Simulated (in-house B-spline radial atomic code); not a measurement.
Radial electron density of the thulium ion Tm⁴⁶⁺, [Ar] 3d5. Level of theory: scalar-relativistic (X2C) B97-1, spin-polarised, spherical fractional occupations, Fermi nucleus of rms radius 5.2256 fm; calculated with a B-spline radial code for spherical atoms.

One-electron X2C: radii and densities carry no picture-change correction, so inner-shell <1/r> comes out high (for 1s by about 2 % at Z = 33, 5 % at 54, 10 % at 75, 30 % at 118) and <r> low.

Columns: r (bohr), 4πr²n(r) (electrons per bohr), bar.

```
0.000405     2.47 #
0.000478    3.144 #
0.000565    4.002 #
0.000668    5.085 ##
0.000789    6.437 ##
0.000932    8.127 ###
  0.0011    10.22 ####
  0.0013    12.82 #####
 0.00154    16.06 ######
 0.00182    19.94 #######
 0.00215     24.6 #########
 0.00254    30.12 ###########
   0.003    36.53 ##############
 0.00354    43.79 ################
 0.00418    51.88 ###################
 0.00494    60.61 ######################
 0.00584    69.58 ##########################
  0.0069    78.19 #############################
 0.00816    85.83 ################################
 0.00964    91.61 ##################################
  0.0114    94.85 ###################################
  0.0135    95.03 ###################################
  0.0159    92.38 ##################################
  0.0188    87.77 ################################
  0.0222    83.17 ###############################
  0.0262    81.06 ##############################
   0.031    83.77 ###############################
  0.0366    92.06 ##################################
  0.0433    104.2 #######################################
  0.0511    115.1 ###########################################
  0.0604      119 ############################################
  0.0714    111.8 #########################################
  0.0843    95.47 ###################################
  0.0996    77.91 #############################
   0.118     68.5 #########################
   0.139    70.49 ##########################
   0.164    76.63 ############################
   0.194    75.23 ############################
    0.23    59.97 ######################
   0.271    37.54 ##############
    0.32    17.49 ######
   0.379    5.715 ##
   0.447    1.315 
   0.529   0.1871 
   0.625   0.0161 
   0.738 0.000765
```

On this grid the curve has 3 maxima, near 0.0135, 0.0604, 0.164 bohr.

The 3p up radial function P(r) = rR(r), positive near the nucleus:

```tsv
r (bohr)	P
0.000405	0.002744
0.000565	0.004417
0.000789	0.007209
0.0011	0.01189
0.00154	0.01996
0.00215	0.03364
0.003	0.05695
0.00418	0.09621
0.00584	0.1622
0.00816	0.2698
0.0114	0.4375
0.0159	0.6798
0.0222	0.9938
0.031	1.317
0.0433	1.485
0.0604	1.225
0.0843	0.3032
0.118	-1.138
0.164	-2.271
0.23	-2.252
0.32	-1.246
0.447	-0.3417
0.625	-0.03693
```
